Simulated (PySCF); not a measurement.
Species: C5H5F3.
Atom-mapped SMILES: `[CH3:1][C:2]1=[CH:3][C@H:4]1[C:5]([F:6])([F:7])[F:8]`

Structure used (GFN2-xTB), in Å, numbered top down from 1:
```xyz
13
C5H5F3 angstrom
C      1.9845    0.1467    0.1154
C      0.6918   -0.3494   -0.3462
C     -0.1362   -1.2579   -0.7657
C     -0.7129    0.1226   -0.6138
C     -1.6189    0.4184    0.5505
F     -1.5186    1.6973    0.9680
F     -1.3549   -0.3474    1.6215
F     -2.9200    0.2319    0.2587
H      1.8868    0.5357    1.1289
H      2.3186    0.9634   -0.5243
H      2.7249   -0.6496    0.1054
H     -0.3923   -2.2488   -1.0410
H     -0.9571    0.7376   -1.4751
```

NICS = −σ at a ghost point: NICS(0) at the centroid of the ring atoms, NICS(1) 1 Å to either side along the normal of their mean plane, zz for the tensor component along that normal. Level: GIAO PBE0/pcSseg-1 (PySCF, non-relativistic, gas phase) on the GFN2-xTB geometry, one conformer.

Ring bond lengths (Å), with Mayer bond orders in brackets: C2–C3 1.299 (1.64), C3–C4 1.504 (0.93), C4–C2 1.506 (0.90).

Task: What do the NICS probes read (ppm)?

Result: 
```json
{"ring": "C2–C3–C4", "type": "3-membered carbocycle; formal bonds 1 double, 2 single", "NICS(0)": "-33.1", "NICS(1), two faces": "-8.4 / -9.1", "NICS(1)zz, two faces": "-18.2 / -19.4", "rms pucker (Å)": "0.00", "centre to ring atoms, mean (Å)": "0.83"}
```

Task: What can be read from them?

Result: 
- C2–C3–C4: mean NICS(1)zz -18.8 ppm, shielded. C4 has four or more neighbours, so the value isn't read as a sign of a π ring current. NICS(0) lies 24 ppm below the mean NICS(1).

Task: At the second NICS(1) probe listed for ring C2–C3–C4, 1 Å off the ring, what do the in-plane components average?

Result: The isotropic value is a third of the trace: (3 × -9.1 − (-19.4))/2 = -3.9 ppm.

Task: List the ring angles and the Hirshfeld charges of the ring atoms.

Result: 
- C2–C3–C4: C2 64.4° (+0.022 e), C3 64.5° (-0.053 e), C4 51.1° (-0.087 e); sum 180.0° against 180° for a flat convex ring.

Task: How shielded are the nuclei of the rings and their hydrogens (means over atoms taken as equivalent)?

Result: 
```tsv
atoms	environment	σ isotropic (ppm)	principal values of the symmetric part, first atom (ppm)
C2	fully substituted alkene carbon	63.3	-77.7, 96.6, 171.1
C3	alkene CH carbon	82.8	-47.3, 120.6, 175.1
C4	allylic carbon	164.4	121.8, 128.5, 242.9
H12	vinylic hydrogen	25.30	22.3, 24.9, 28.7
H13	methine hydrogen	29.97	24.0, 27.8, 38.1
```
